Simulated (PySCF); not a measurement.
## Removing the step error of a finite difference

System: C2H8SSi (SMILES C[SiH](C)S), singlet, geometry from GFN2-xTB. Level: HF/6-31G*, polarisability run with PySCF. Sums are taken with unrounded values, so a last digit can differ.

Second differences of the energy in a field along z gave a polarisability along z of 52.932 bohr³ at step 0.005 and 53.186 bohr³ at step 0.05 (atomic units).

Question: Extrapolate to zero step.

Answer: The leading error of a symmetric difference goes as h², so A(h) = A0 + c h². Then c = (53.186 - (52.932))/(0.05² - 0.005²) = 103 (atomic units) and A0 = 52.932 - c × 0.005² = 52.930 bohr³. The analytic value from the same program and level is 52.930 bohr³: the smaller step missed it by 0.003, the extrapolation by 0.000.
